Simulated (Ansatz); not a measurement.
The same path of AlH$_{7}$O$_{2}$Si (11 atoms, charge 0, multiplicity 1) was run twice with different band settings. Lost on the way: O9–H11. Made: O2–H11.

Theory: RKS PBE0-D4/def2-SVP in Ansatz 0.2.0.

Relaxed end points:

```xyz
11
Properties=species:S:1:pos:R:3
Al -0.059 0.184 0.267
O -0.679 0.085 1.905
Si -1.496 -0.690 3.103
H -2.495 -1.661 2.556
H -0.557 -1.442 3.995
H -2.225 0.309 3.947
H 1.443 -0.314 0.053
H -1.137 0.120 -0.898
O 0.272 2.128 0.642
H 1.198 2.407 0.640
H -0.023 2.110 1.571
```

```xyz
11
Properties=species:S:1:pos:R:3
Al -0.053 0.475 0.143
O -0.193 0.073 2.082
Si -1.451 -0.578 3.034
H -1.742 -1.903 2.435
H -0.944 -0.704 4.427
H -2.636 0.320 2.993
H 1.100 -0.414 -0.506
H -1.572 0.334 -0.327
O 0.435 2.045 0.796
H 1.148 2.595 0.468
H 0.149 0.993 2.237
```

Common settings: movable images 5; climbing image yes; optimiser quadratic models (default); start path through a guess of the saddle point; force threshold 0.05 eV/Å; iteration limit 60; end points relaxed.

| run | spring |
| --- | --- |
| 1 | 5.0 eV/Å² |
| 2 | 20.0 eV/Å² |

(1) What does each run give, and how far can it be trusted?

Answers

(1) Run 1: converged after 51 iterations, highest image 0.406 eV above the first end. The profile has 2 maxima (images 1, 4) with wells between them (image 3): this band takes more than one step, which may be the mechanism or a detour left from its start path. A vibrational analysis at the climbing image gives one clearly imaginary mode, 771i cm⁻¹: a first-order saddle point.
Run 2: converged after 28 iterations, highest image 0.407 eV above the first end. Another band between the same ends (5 images) ends at a top of the same energy, where a vibrational analysis finds 1 clearly imaginary mode.
The orbitals stay closed-shell, which can raise the energy where a bond breaks towards radicals; this wasn't checked here.
